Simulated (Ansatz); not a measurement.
`[F][GeH2][Br]` + H₂O → `[OH][GeH2][F]` + HBr at 298.15 K and 1 bar (formal hydrolysis of a Ge–Br bond).

Computed with Ansatz on PBE0-D4/def2-TZVP structures; ΔE is electronic, products minus reactants. CCSD(T)/CBS is the MP2 limit (def2-TZVPP, def2-QZVPP) plus CCSD(T) − MP2 in def2-TZVPP, frozen cores. This one scheme is used for every species. For Br, Ge outer-core shells are correlated without core-valence functions, which leaves a few kJ/mol of doubt a bond. Scalar relativity is left out up to krypton. One conformer a species, not always the lowest.

```tsv
species	CCSD(T)/CBS energy (Eh)	H − E (kJ/mol)	S (J/(mol·K))
`[F][GeH2][Br]`	-4750.49448	64.5	306.6
H₂O	-76.37941	66.4	188.7
`[OH][GeH2][F]`	-2252.93819	98.4	291.4
HBr	-2573.91920	24.6	198.6
```

H − E and S are ideal-gas, rigid-rotor, harmonic terms from PBE0-D4/def2-TZVP, for one conformer and one mirror image of each species. 1 Eh = 2625.50 kJ/mol, R = 8.31446 J/(mol·K).

Task: By hand: ΔE, ΔH, ΔS and ΔG.

Result: ΔE = (-2252.93819) + (-2573.91920) − (-4750.49448) − (-76.37941) = 0.01650 Eh = 43.3 kJ/mol. Δ(H − E) = 98.4 + 24.6 − 64.5 − 66.4 = -7.9, so ΔH = 35.4 kJ/mol. ΔS = 291.4 + 198.6 − 306.6 − 188.7 = -5.3 J/(mol·K). ΔG = 35.4 − 298.15 × (-5.3)/1000 = 37.0 kJ/mol.

Task: By hand: the equilibrium constant, and the temperature at which ΔG would vanish if ΔH and ΔS stayed fixed.

Result: log₁₀ K = −ΔG/(RT ln 10) = -6.5. ΔH and −TΔS have one sign here, so there is no such temperature.

The number of gas molecules stays the same, so ΔS is small and ΔH decides. A doubt of 5 kJ/mol in ΔE shifts log₁₀ K by 0.9 here. Other conformers and mirror images would add mixing entropy, several J/(mol·K) or more a flexible species. These are equilibria of isolated gas molecules and say nothing of rates. Largest T1 diagnostic: 0.012 (customary marks: 0.02 for closed shells, 0.045 for open ones).

ΔS is within the doubt of such terms, so its sign, and with it that verdict, could turn.
